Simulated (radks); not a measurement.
Question: Species: Pd36+. Configuration: [Ne]. All-electron calculation, Dirac Kohn-Sham, LB94 model potential, spin-unpolarised, spherical densities, finite nucleus; Fermi nuclear charge, rms radius 4.5318 fm. Program: a radial shooting solver on a logarithmic mesh with Libxc functionals. Some entries of the table are withheld. Estimate them.

orbital,occ.,eigenvalue (eV),<r> (bohr)
1s1/2,2,-26494.41,(1)
2s1/2,2,-5644.277,0.1354
2p1/2,2,(2),(3)
2p3/2,4,(4),(5)

Answer: 
(1) 1s1/2 <r> (bohr): 0.03178
(2) 2p1/2 eigenvalue (eV): -5418.697
(3) 2p1/2 <r> (bohr): 0.1145
(4) 2p3/2 eigenvalue (eV): -5251.082
(5) 2p3/2 <r> (bohr): 0.1193
